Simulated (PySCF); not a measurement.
# Radial density of Ag⁴²⁺ (silver, charge +42)

r2SCANh, [He] 2s2 2p1, 2P determinant. Computed with PySCF 2.14 in an uncontracted even-tempered set (19 s from 17 bohr⁻², ratio 2.2; 12 p from 22 bohr⁻², ratio 2.2; 6 d from 87 bohr⁻², ratio 2.4; 5 f from 130 bohr⁻², ratio 2.4; 4 g from 200 bohr⁻², ratio 2.4), with scalar relativity by spin-free X2C-1e.

```tsv
r (bohr)	4πr²ρ (e/bohr)	4πr²(ρα − ρβ)
0.0277	49.64	1.5515
0.0467	25.94	4.8617
0.0785	23.35	8.6753
0.132	21.67	5.9380
0.222	3.543	0.8063
0.374	0.03243	0.0073
```

Densities and radii are taken from the X2C orbitals without a picture-change correction, which distorts them close to the nucleus.

Spin-orbit coupling, absent here, splits the open shell strongly.
